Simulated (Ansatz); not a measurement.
Molecule: PbCl2 (charge -1, doublet). 
Geometry from a B3LYP-D3(BJ)/def2-TZVP (Ansatz, a quantum-chemistry and plane-wave program) optimisation:
```
Pb
Cl 1 2.6396
Cl 1 2.6396 2 102.79
```
Charge -1, spin multiplicity 2.

Basis-set convergence of Hartree-Fock and CCSD(T) correlation energies (hartree) with Ansatz. Valence correlation only, unless marked. UHF or UKS for open shells. No spin-orbit coupling. Frozen are the shells of the preceding noble gas and the d and f shells that filled before the atom's block. Past Kr the def2 sets carry scalar-relativistic core potentials.

```json
[
 {"basis": "def2-SVPD", "functions": "86", "E(HF)": "-1110.73048", "E(corr, CCSD(T))": "-0.39257"},
 {"basis": "def2-TZVPPD", "functions": "158", "E(HF)": "(withheld)", "E(corr, CCSD(T))": "(withheld)"}
]
```

Task: Fill in the missing entries.

Result: 
- def2-TZVPPD, E(HF): -1111.03031
- def2-TZVPPD, E(corr, CCSD(T)): -0.51502
